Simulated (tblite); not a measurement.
Species: C₆H₂Cl₂O₃.
Numbering: `[O:1]=[C:2]([Cl:3])[c:4]1[cH:5][cH:6][c:7]([C:8](=[O:9])[Cl:10])[o:11]1` (hydrogens: H12 on C5; H13 on C6)

The geometry is computed with GFN2-xTB (gas phase).

Some entries are withheld. Bonds in one row agree within 0.01 Å.

| coordinate | value |
| --- | --- |
| O1=C2, C8=O9 | ? |
| C2–Cl3, C8–Cl10 | ? |
| C2–C4, C7–C8 | 1.455 Å |
| C4–C5, C6–C7 | ? |
| C5–C6 | ? |
| C4–O11, C7–O11 | 1.339 Å |
| C5–H12, C6–H13 | 1.071 Å |
| O1–C2–Cl3 | ? |
| O1–C2–C4 | 126.3° |
| Cl3–C2–C4 | ? |
| C2–C4–C5 | ? |
| C2–C4–O11 | 121.2° |
| C5–C4–O11 | 110.3° |
| C4–C5–C6 | 105.9° |
| C4–O11–C7 | 107.5° |

**Question.** Estimate the withheld lengths and angles.

**Answer.** 
- O1=C2, C8=O9 = 1.190 Å, drawn double (carbonyl oxygen to acyl halide carbon); 0.20 Å below the sum of covalent radii, 1.39 Å.
- C2–Cl3, C8–Cl10 = 1.757 Å, drawn single (ends: acyl halide carbon; chlorine bonded to C); 0.01 Å above the sum of covalent radii, 1.75 Å.
- C4–C5, C6–C7 = 1.386 Å, aromatic (substituted aromatic carbon to aromatic CH carbon); 0.07 Å below the sum of covalent radii, 1.46 Å.
- C5–C6 = 1.398 Å, aromatic (both ends aromatic CH carbon); 0.06 Å below the sum of covalent radii, 1.46 Å.
- O1–C2–Cl3 = 121.6°, at the acyl halide carbon; the outer atoms are 2.588 Å apart.
- Cl3–C2–C4 = 112.1°, at the acyl halide carbon; the outer atoms are 2.670 Å apart.
- C2–C4–C5 = 128.4°, at the substituted aromatic carbon; the outer atoms are 2.558 Å apart.

Radii are Cordero's, carbon taken as 0.76, 0.73 or 0.69 Å for four, three, and two or fewer neighbours.

Its GFN2-xTB frequencies are all real (lowest 34 cm⁻¹). The numbers are those of one conformer (O1–C2–C4–C5 0°, C6–C7–C8–O9 0°).
